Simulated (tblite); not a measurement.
Species: C4H8F2Si.
Z-matrix (Å and degrees, GFN2-xTB geometry), rows numbered from 1:
```
F 
C   1  1.3829
C   2  1.5232  1  109.41
C   3  1.5329  2  108.48  1   -68.81
Si  4  1.9065  3  105.09  2   -38.02
C   2  1.5285  1  107.69  3  -118.46
F   6  1.3873  2  108.26  1  -157.42
H   2  1.0970  1  106.38  3   121.67
H   3  1.0909  2  107.55  1   171.79
H   3  1.0910  2  110.12  1    53.67
H   4  1.0882  3  110.50  2  -162.21
H   4  1.0907  3  109.20  2    80.31
H   5  1.4610  4  114.17  3   129.78
H   5  1.4605  4  114.37  3   -96.29
H   6  1.0929  2  109.99  1   -42.10
```

All values are computed: GFN2-xTB (tblite) harmonic vibrations without scaling, gas phase. The method is semi-empirical: single wavenumbers can be off by several per cent or more. Modes of hydrogen on silicon can be 10 to 20 % off. One conformer, not necessarily the lowest.

Harmonic wavenumbers (cm⁻¹): 61.6, 155.6, 197.8, 266.8, 357.1, 421.4, 450.3, 482.3, 536.3, 634.9, 644.8, 704.5, 713.9, 744.6, 810.3, 888.1, 931.1, 1007.1, 1019.9, 1039.4, 1108.1, 1114.5, 1138.2, 1197.2, 1260.0, 1265.0, 1279.1, 1304.4, 1318.0, 1463.5, 1476.4, 2295.0, 2303.9, 2922.8, 2952.5, 2983.5, 2993.7, 2999.0, 3015.3.

A = 2429, B = 2210, C = 1611 MHz; mass 122.036 u (most abundant isotopes); point group C1, symmetry number 1.

Problem. Zero-point energy?

Solution. Half the sum of the wavenumbers: 24229 cm⁻¹ = 289.84 kJ/mol.

Problem. Entropy at 298.15 K, 1 bar (ideal gas, RRHO, classical rotation)?

Solution. Translation 168.77, rotation 117.20, vibration 73.66: S = 359.6 J/(mol K).

Problem. And Cp and H(298.15 K) − H(0)?

Solution. Cp = 130.07 J/(mol K), of which vibrations give 96.81 (their classical limit is 39 R = 324.3); H(298.15 K) − H(0) = 22.64 kJ/mol without the zero-point energy, 12.72 from vibrations.

Problem. How do the functions run with temperature in this model?

Solution. 
| T (K) | S (J/(mol K)) | Cp (J/(mol K)) | H − H(0) (kJ/mol) | G − H(0) (kJ/mol) | ln q(vib) |
| --- | --- | --- | --- | --- | --- |
| 50 | 231.9 | 42.8 | 1.84 | -9.75 | 0.20 |
| 100 | 265.9 | 57.2 | 4.34 | -22.25 | 0.74 |
| 373.15 | 391.8 | 157.3 | 33.43 | -112.77 | 5.06 |
| 500 | 443.4 | 195.4 | 55.92 | -165.79 | 7.42 |
| 750 | 533.1 | 246.0 | 111.63 | -288.18 | 12.13 |
| 1000 | 608.5 | 277.5 | 177.35 | -431.14 | 16.62 |

q(vib) and H(0) count from the zero-point level.

Problem. What must be added to the electronic energy to get the Gibbs energy at 298.15 K and 1 bar?

Solution. ZPE + [H(298.15 K) − H(0)] − T·S = 289.84 + 22.64 − 107.22 = 205.26 kJ/mol.

Problem. Which modes carry the vibrational entropy at 298.15 K?

Solution. 61.6 cm⁻¹: 18.43; 155.6 cm⁻¹: 10.89; 197.8 cm⁻¹: 9.01; 266.8 cm⁻¹: 6.76; 357.1 cm⁻¹: 4.75; 421.4 cm⁻¹: 3.71 J/(mol K); the other 33 give 20.11 together.

Hindered rotation and anharmonicity are outside this model. Other conformers, if any are populated, would add a mixing term that is left out. The structure is chiral; the term R ln 2 for an equal mix with its mirror image is left out.
